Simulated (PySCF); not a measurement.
NMR data simulated for an unnamed compound:

¹H NMR (400 MHz, computed): δ 6.32 (br s, 1H), 4.89 (s, 3H), 4.62 (m, 1H), 4.00 (m, 1H), 1.46 (d, 3H).

¹³C{¹H} NMR (computed): δ 173.0 (C), 99.7 (CH), 75.2 (CH), 21.0 (CH3).

Gas phase, rapidly exchanging positions averaged, one conformer, non-relativistic Hamiltonian. Shieldings: GIAO PBE0/pcSseg-1; coordinates at the GFN2-xTB level; PySCF 2.14.

Referencing at the same level of theory: ¹H (31.72 ppm), ¹³C (186.93 ppm) against TMS.

Which of these does the molecule contain: an OH group, a carboxylic acid, a non-aromatic C=C double bond, a Si–H bond, an aldehyde, a CF3 group?

## Answers


- An OH group: yes (δH 6.32 (br s)).
- A carboxylic acid: yes (δC 173.0; δH 6.32 (br s)).
- A non-aromatic C=C double bond: no.
- A Si–H bond: yes (δH 4.89 (s)).
- An aldehyde: no.
- A CF3 group: no.

The data belong to `C[C@@H](O[SiH3])[C@@H](F)C(=O)O`, C4H9FO3Si; they needn't prove each group on their own.

Carbon signals by region: 1 in the far downfield region (above 160 ppm), 2 at 50–100 ppm, 1 below 50 ppm. Above 160 ppm: 173.0, carboxylic acid carbon.

Exchangeable OH/NH protons stand at their gas-phase positions; hydrogen bonding in a real sample shifts them, mostly to higher δ. Splittings by ¹⁹F in the carbon and heteronuclear signals aren't shown, as no couplings were computed. Shifts are as computed. Against solution values, carbons near 30 ppm lie about +3 ppm off and those near 130 ppm about +5 ppm. Of 1309 compounds with measured shifts, 239 miss one by over three times the rms of a fit or turn the order of signals round; such compounds aren't used in these exercises. The C=O carbon of an acid or of an amide with N–H lies up to 10 ppm further downfield in solution, through hydrogen bonding that the calculation lacks. No couplings were computed; multiplicities are counted from neighbouring protons, with m where these are inequivalent, close in shift, in a saturated or five-membered ring or joined by F or P, and br s for small geminal =CH2 splittings.
